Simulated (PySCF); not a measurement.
**Excitation energy of Kr(2+) by level of theory**

Kr(2+) [Ar] 3d10 4s2 4p4 (3P) → Kr(2+) [Ar] 3d10 4s2 4p3 5s1 (5S), as a difference of total energies. Calculation: PySCF 2.14, in aug-cc-pVTZ-PP with one added diffuse shell each of s, d, f type with ECP10MDF (7s5p5d3f, 68 functions); a scalar-relativistic core potential. Correlated levels: valence: 3s2 3p6 3d10 frozen. The calculations carry no spin-orbit coupling.

```json
{"method": "UHF", "excitation energy (eV)": "17.138"}
{"method": "MP2 (valence)", "excitation energy (eV)": "17.361"}
{"method": "SCS-MP2 (valence)", "excitation energy (eV)": "17.606"}
{"method": "CCSD (valence)", "excitation energy (eV)": "17.488"}
{"method": "CCSD(T) (valence)", "excitation energy (eV)": "17.475"}
```

How much does correlation contribute at CCSD(T) (valence)?

17.475 − (17.138) = 0.337 eV, measured against UHF.

The promoted electron is Rydberg-like, and one or two diffuse shells describe it only roughly, which tends to raise the upper state.
